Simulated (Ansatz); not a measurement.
Mulliken charges of `N#C[CH2][AlH2]` from PBE/def2-TZVPP in Ansatz (PBE0-D4/def2-TZVP geometry).

```csv
atom,x (Å),y (Å),z (Å),charge (e)
N1,-0.896,1.150,1.892,0.037
C2,-0.113,0.892,1.083,-0.290
C3,0.744,0.448,0.016,-0.197
Al4,-0.455,-0.945,-0.748,0.433
H5,1.678,0.048,0.415,0.113
H6,0.955,1.267,-0.674,0.113
H7,-1.476,-0.505,-1.869,-0.105
H8,-0.345,-2.410,-0.169,-0.105
```

Question: By hand: the dipole of these point charges (1 e Å = 4.8032 D).

Answer: Σ q r = (0.145, -0.259, -0.386) e Å, of length 0.487 e Å = 2.34 D.

Question: How does the dipole of the full density compare? (Best estimate.)

Answer: Ansatz gave: (0.519, -0.236, -0.609) e Å, 4.01 D; the point charges give 0.58 times that, at 24° from its direction.

Point charges leave out the atoms' own dipoles, such as those of lone pairs, and Mulliken's split depends on the basis, so the two needn't agree.
